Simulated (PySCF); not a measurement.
Isomers of C6H13PSi, from PBE0-D3(BJ)/def2-SVP geometry optimisation, gas phase in PySCF 2.14.0. One conformer each, no zero-point energy, no frequencies.

Question: Which isomer lies lowest at this level?
A. `[CH3:1][C:2]#[C:3][P:4]([CH3:5])[SiH:6]([CH3:7])[CH3:8]` with C3–P4–Si6–C7 63°: A = 1922, B = 830.4, C = 634.2 MHz, dipole 1.11 D
B. `[H]/[P:4]=[C:3](\[CH:2]=[CH2:1])[Si:5]([CH3:6])([CH3:7])[CH3:8]` with C1–C2–C3–P4 179°: A = 1464, B = 1252, C = 865.1 MHz, dipole 1.33 D
C. `[CH3:1]/[C:2]([SiH3:3])=[P:4]/[CH:5]1[CH2:6][CH2:7][CH2:8]1` with C2–P4–C5–C6 175°, P4–C5–C6–C7 -141°, C5–C6–C7–C8 18°, C6–C7–C8–C5 -18°, P4–C5–C8–C7 138°: A = 2475, B = 865.5, C = 690.6 MHz, dipole 0.68 D

Answer: B. That is `[H]/P=C(\C=C)[Si](C)(C)C`, 11.1 kcal/mol below the next.

```
                  SMILES                                                    mapped SMILES      E (Eh)  relative (kcal/mol)  relative (kJ/mol)  dipole (D)
[H]/P=C(\C=C)[Si](C)(C)C  [H]/[P:4]=[C:3](\[CH:2]=[CH2:1])[Si:5]([CH3:6])([CH3:7])[CH3:8]  -866.40751                  0.0                0.0        1.33
       CC#CP(C)[SiH](C)C          [CH3:1][C:2]#[C:3][P:4]([CH3:5])[SiH:6]([CH3:7])[CH3:8]  -866.38985                 11.1               46.4        1.11
    C/C([SiH3])=P/C1CCC1      [CH3:1]/[C:2]([SiH3:3])=[P:4]/[CH:5]1[CH2:6][CH2:7][CH2:8]1  -866.36273                 28.1              117.6        0.68
```

As drawn, the lowest has a C=C bond outside aromatic rings, which the highest lacks; the highest has a four-membered ring, which the lowest lacks.
